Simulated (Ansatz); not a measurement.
Basis-set extrapolation for CH₆OSi₂ (PBE0-D4/def2-TZVP geometry, frozen core, Ansatz 0.2.0). Multiplicity 1, RHF reference.

```tsv
	def2-TZVPP	def2-QZVPP
HF	-694.094334	-694.119018
MP2 correlation	-0.685015	-0.731920
CCSD(T) correlation	-0.771835	not run
```

Energies in hartree. Use E(X) = E(∞) + A·exp(−7.88·√X) for Hartree–Fock and E(X) = E(∞) + B·X^(−2.97) for correlation, with X = 3 and 4, and add CCSD(T) minus MP2 of the smaller set to the MP2 limit.

Question: What is the CCSD(T) energy at the basis-set limit?

Answer: HF limit: -694.119018 + (-0.024684) × 0.13774 = -694.12242. MP2 limit: -0.731920 + (-0.046905) × 0.74074 = -0.76666. Higher-order term: -0.771835 − (-0.685015) = -0.08682. Total: -694.97590 hartree, 288.1 kJ/mol below CCSD(T)/def2-TZVPP.
